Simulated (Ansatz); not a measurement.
Relaxation of C2H7BFNSi (13 atoms, charge 0, multiplicity 1), to a largest force component of 0.02 eV/Å in at most 40 steps.

Level of theory: RKS r2SCAN/STO-3G in Ansatz.

```xyz
13
Properties=species:S:1:pos:R:3:forces:R:3
C -1.847 1.040 -0.883 -2.05 4.64 0.97
B -0.560 1.587 -0.196 1.07 -1.23 0.53
N 0.497 0.654 0.287 0.87 3.19 0.47
C 0.585 -0.623 0.221 -4.55 0.08 -2.03
F -0.526 -1.319 -0.351 1.07 -0.32 0.39
Si 1.935 -1.577 0.888 2.79 -2.38 0.91
H -2.438 0.439 -0.193 -0.19 -0.51 0.00
H -2.484 1.977 -1.171 0.90 -2.13 0.50
H -1.645 0.539 -1.777 0.41 -1.67 -1.96
H -0.401 2.754 -0.034 0.12 -0.38 0.05
H 1.685 -3.029 0.714 0.15 0.91 0.05
H 3.182 -1.191 0.199 -0.60 -0.20 0.35
H 2.037 -1.285 2.309 0.02 -0.01 -0.20
```

Problem. Where does it end, and by what steps?

Solution. The forces met the threshold. Limits of this set-up: minimal basis. After 30 steps the energy has fallen by 1.510 eV; F5 moved furthest, 2.30 Å.

| step | energy less start (eV) | largest force component (eV/Å) | accepted |
| --- | --- | --- | --- |
| 0 | 0.0000 | 4.639 | yes |
| 2 | -0.6254 | 1.283 | yes |
| 4 | -0.6776 | 0.394 | yes |
| 6 | -0.7285 | 0.851 | yes |
| 8 | -0.8921 | 1.095 | yes |
| 10 | -1.0921 | 1.272 | yes |
| 12 | -1.2446 | 1.001 | yes |
| 14 | -1.3871 | 0.478 | yes |
| 16 | -1.4327 | 0.830 | no |
| 18 | -1.4797 | 0.142 | yes |
| 20 | -1.4919 | 0.213 | yes |
| 22 | -1.4935 | 0.266 | no |
| 24 | -1.5055 | 0.092 | yes |
| 26 | -1.5092 | 0.034 | yes |
| 28 | -1.5100 | 0.095 | yes |
| 30 | -1.5104 | 0.018 | yes |

```xyz
13
Properties=species:S:1:pos:R:3
C -1.687 1.223 -1.373
B -0.856 1.302 -0.024
N -0.251 0.205 0.514
C 0.277 -0.843 1.038
F -0.466 -1.588 1.937
Si 2.042 -1.470 0.691
H -2.724 1.544 -1.197
H -1.272 1.915 -2.121
H -1.713 0.219 -1.815
H -0.731 2.332 0.536
H 1.966 -2.841 0.235
H 2.629 -0.625 -0.322
H 2.806 -1.408 1.917
```

Whether the end is a true minimum wasn't checked by a vibrational analysis.

The run took 75 s on 1 thread of Intel(R) Xeon(R) 6975P-C (Granite Rapids), on a shared host, peak memory 0.18 GiB.
